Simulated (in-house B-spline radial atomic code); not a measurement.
Configurations of Kr IV (Kr3+), with energies counted from [Ar] 3d10 4s2 4p3. Method: scalar-relativistic (X2C) OLYP, spin-polarised, spherical fractional occupations, Fermi nucleus of rms radius 4.1884 fm. Calculated with an all-electron radial atomic-structure program (B-spline basis). Shells without spins written out take the highest spin.

Occupations are held fixed; configurations that lie above the ionisation limit could autoionise.

```
                                                       configuration  E - E(ref) (eV)  highest orbital  its <r> (bohr)
                     [Ar] 3d10 4s2 4p(2 up, 0 down) 5s(1 up, 0 down)           25.284            5s up           3.243
                                               [Ar] 3d10 4s1 4p3 5p1           41.443            5p up           3.699
        [Ar] 3d10 4s(1 up, 0 down) 4p(1 up, 2 down) 5p(0 up, 1 down)           47.814          5p down           3.701
                                                [Ar] 3d9 4s2 4p3 4d1           105.69            4d up           2.084
                 [Ne] 3s2 3p(2 up, 3 down) 3d10 4s2 4p(3 up, 1 down)            200.4          4p down           1.606
                                       [Ne] 3s2 3p5 3d10 4s2 4p3 5f1           240.59            5f up           6.616
[Ne] 3s2 3p(3 up, 2 down) 3d10 4s2 4p(3 up, 0 down) 5f(0 up, 1 down)           240.97          5f down           7.007
```

Problem. Order these further configurations by energy, lowest first.
A. [Ne] 3s2 3p5 3d10 4s2 4p3 5p1
B. [Ar] 3d10 4s1 4p3 4f1
C. [Ne] 3s2 3p5 3d10 4s2 4p3 5d1
D. [Ar] 3d10 4s2 4p(1 up, 2 down)
E. [Ne] 3s2 3p5 3d10 4s2 4p3 4f1

Solution. D (2.8059 eV), B (48.042 eV), A (228.76 eV), C (235.01 eV), E (235.74 eV).

Problem. How far above the reference does [Ar] 3d9 4s2 4p3 5p1 lie?

Solution. 114.84 eV; its least bound orbital is 5p up with <r> = 3.622 bohr.

Problem. How far above the reference does [Ar] 3d9 4s2 4p3 5s1 lie?

Solution. 110.27 eV; its least bound orbital is 5s up with <r> = 3.162 bohr.

Problem. How far above the reference does [Ar] 3d10 4s2 4p2 4d1 lie?

Solution. 21.857 eV; its least bound orbital is 4d up with <r> = 2.212 bohr.
